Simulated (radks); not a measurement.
Values are calculated unless marked as measured or tabulated.
Spherical quantum dot in the effective-mass picture: electrons in a well V = -V0 / (1 + exp((r - R)/a)) with V0 = 7.97, R = 6.87, a = 0.74, with a point charge +2 (a donor) at the centre, all in effective atomic units (hartree* = m*/eps^2 hartree, bohr* = eps/m* bohr), one dielectric constant everywhere. Level of theory: non-relativistic Kohn-Sham, PBEsol, spin-polarised, spherical densities (a radial shooting solver with Libxc functionals). Levels are named by radial order and angular momentum (1s, 1p, 1d, 2s, ...), and open shells are averaged over m.

N = 5, configuration 1s2 1p(up 2, down 0) 2s(up 1, down 0). This is the lowest configuration that the search found. Occupied and some empty levels:

level,occupation,eigenvalue (hartree*),<r> (bohr*)
1s up,1,-7.5816,1.049
1s down,1,-7.5507,1.022
2s up,1,-7.0529,3.257
1p up,2,-7.0245,3.293
2s down,0,-6.9563,3.238
1p down,0,-6.9306,3.218
1d up,0,-6.8139,3.677
1d down,0,-6.7105,3.656
1f up,0,-6.5710,3.945
1f down,0,-6.4648,3.946
2p up,0,-6.4524,3.188
2p down,0,-6.3828,3.191
1g up,0,-6.2958,4.167
1g down,0,-6.1896,4.179

Energy (hartree*): total -40.9425, kinetic 3.6516, external -48.150, Hartree 5.2029, exchange-correlation -1.6475.

Electron density:

r (bohr*),n(r) (e/bohr*^3)
0.250,1.366
0.529,0.4872
0.808,0.1869
1.09,0.07759
1.37,0.03611
1.65,0.02033
1.92,0.01462
2.20,0.01271
2.48,0.01202
2.76,0.01147
3.04,0.01063
3.32,0.009371
3.60,0.007758
3.88,0.005964
4.16,0.004210
4.43,0.002708
4.71,0.001582
4.99,0.0008359
5.27,0.0003951
5.55,0.0001646
